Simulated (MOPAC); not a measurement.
MOPAC input (PM7):

```
PM7 1SCF UHF MS=0.5 GEO-OK AUX(PRECISION=9) THREADS=1
AlS

Al   -0.00000000 1   -0.00000000 1   -1.12859000 1
S     0.00000000 1    0.00000000 1    0.91698000 1
```

Output:

```
 *******************************************************************************
 **                                                                           **
 **                              MOPAC v23.2.5                                **
 **                                                                           **
 *******************************************************************************
 ** MOPAC's Digital Object Identifier: https://doi.org/10.5281/zenodo.6511958 **
 **                                                                           **
 ** Please cite the open-source release paper for use of this MOPAC version:  **
 ** J. E. Moussa and J. J. P. Stewart (2026)                                  **
 ** MOPAC: An open-source semiempirical molecular orbital program             **
 ** J. Open Source Softw., 11(119), 8025, https://doi.org/10.21105/joss.08025 **
 *******************************************************************************

                              PM7 CALCULATION RESULTS

 *******************************************************************************
 *  PM7        - The PM7 Hamiltonian to be used
 *  GEO-OK     - OVERRIDE INTERATOMIC DISTANCE AND OTHER SAFETY CHECKS
 *  UHF        - UNRESTRICTED HARTREE-FOCK CALCULATION
 *  MS=        - IN MECI, MAGNETIC COMPONENT OF SPIN =  0.5
 *  1SCF       - DO 1 SCF AND THEN STOP
 *  AUX        - OUTPUT AUXILIARY INFORMATION
 *******************************************************************************
PM7 1SCF UHF MS=0.5 GEO-OK AUX(PRECISION=9) THREADS=1
 AlS

   ATOM   CHEMICAL          X               Y               Z
  NUMBER   SYMBOL      (ANGSTROMS)     (ANGSTROMS)     (ANGSTROMS)

     1      Al         -0.00000000  *  -0.00000000  *  -1.12859000  *
     2       S          0.00000000  *   0.00000000  *   0.91698000  *

          CARTESIAN COORDINATES

    NO.       ATOM           X           Y           Z

     1        Al         -0.0000     -0.0000     -1.1286
     2         S          0.0000      0.0000      0.9170

 General Reference for PM7:
 "Optimization of Parameters for Semiempirical Methods VI: More Modifications to the
 NDDO Approximations and Re-optimization of Parameters", J. J. P. Stewart, J. Mol. Mod., 1:32, 19 (2013)
 https://link.springer.com/article/10.1007/s00894-012-1667-x

           Empirical Formula: Al S  =     2 atoms

      MOLECULAR POINT GROUP   :   C*v

          UHF CALCULATION, NO. OF ALPHA ELECTRONS =    5
                           NO. OF BETA  ELECTRONS =    4

 -------------------------------------------------------------------------------
 PM7 1SCF UHF MS=0.5 GEO-OK AUX(PRECISION=9) THREADS=1
 AlS

     1SCF WAS SPECIFIED, SO BFGS WAS NOT USED
     SCF FIELD WAS ACHIEVED

                              PM7 CALCULATION
                                                       MOPAC v23.2.5 Linux

          FINAL HEAT OF FORMATION =         69.58634 KCAL/MOL =     291.14924 KJ/MOL

          COSMO AREA              =         95.24 SQUARE ANGSTROMS
          COSMO VOLUME            =         82.78 CUBIC ANGSTROMS

          IONIZATION POTENTIAL    =         11.393026 EV
          ALPHA SOMO LUMO (EV)    =        -11.393 -3.246
          BETA  SOMO LUMO (EV)    =        -11.400 -2.516
          NO. OF ALPHA ELECTRONS  =          5
          NO. OF BETA  ELECTRONS  =          4
          MOLECULAR WEIGHT        =         59.0415         POINT GROUP:  C*v

          MOLECULAR DIMENSIONS (Angstroms)

            Atom       Atom       Distance
            S     2   Al     1     2.04557
            S     2   Al     1     0.00000
           Al     1    S     2     0.00000

          SCF CALCULATIONS        =          1

   ATOM   CHEMICAL          X               Y               Z
  NUMBER   SYMBOL      (ANGSTROMS)     (ANGSTROMS)     (ANGSTROMS)

     1      Al         -0.00000000  *  -0.00000000  *  -1.12859000  *
     2       S          0.00000000  *   0.00000000  *   0.91698000  *

                             CARTESIAN COORDINATES

   1   Al       -0.000000000    -0.000000000    -1.128590000
   2    S        0.000000000     0.000000000     0.916980000

           Empirical Formula: Al S  =     2 atoms

      MOLECULAR POINT GROUP   :   C*v

          ALPHA EIGENVALUES
 -23.77799 -11.86207 -11.62077 -11.62077 -11.39303  -3.24602  -3.24602  -1.64157
   0.18322   0.18322   0.33248   0.33248   0.49183  20.00385  20.00385  20.61437
  20.61437  21.49085

           BETA EIGENVALUES
 -25.54216 -11.94093 -11.40013 -11.40013  -2.51570  -2.51570  -1.33400  -0.24574
  -0.08214  -0.08214   0.29384   0.29384   0.51851  21.73716  21.73716  22.22234
  22.22234  23.25236

              NET ATOMIC CHARGES AND DIPOLE CONTRIBUTIONS

  ATOM NO.   TYPE          CHARGE      No. of ELECS.   s-Pop       p-Pop       d-Pop
    1         Al          -0.865483        3.8655     0.89849     2.76139     0.20560
    2          S           0.865483        5.1345     1.86348     3.25633     0.01470
 DIPOLE           X         Y         Z       TOTAL
 POINT-CHG.     0.000     0.000     8.504     8.504
 HYBRID         0.000     0.000    -3.899     3.899
 SUM            0.000     0.000     4.605     4.605

          ATOMIC ORBITAL ELECTRON POPULATIONS

     Atom    s        px        py        pz      x^2-y^2     xz        z^2       yz        xy
    1 Al   0.89849   0.88024   0.88024   1.00092   0.00000   0.05659   0.09242   0.05659   0.00000
    2  S   1.86348   1.05773   1.05773   1.14088   0.00000   0.00545   0.00381   0.00545   0.00000

                    (SZ)    =    0.500000
                    (S**2)  =    1.036153

          ATOMIC ORBITAL SPIN POPULATIONS

    Atom   Total    s     px     py     pz   x^2-y^2  xz     z^2    yz     xy
         Atomic
    1 Al  1.7821  0.786  0.366  0.366  0.284  0.000 -0.011  0.002 -0.011  0.000
    2  S -0.7821 -0.009 -0.358 -0.358 -0.063 -0.000  0.004 -0.001  0.004  0.000

 **********************
 *                    *
 * JOB ENDED NORMALLY *
 *                    *
 **********************

 == MOPAC DONE ==
```

The geometry given is a B3LYP-D3(BJ)/def2-TZVP minimum.

The determinant is spin-contaminated: <S^2> is 1.04 against 0.75 for a pure state.
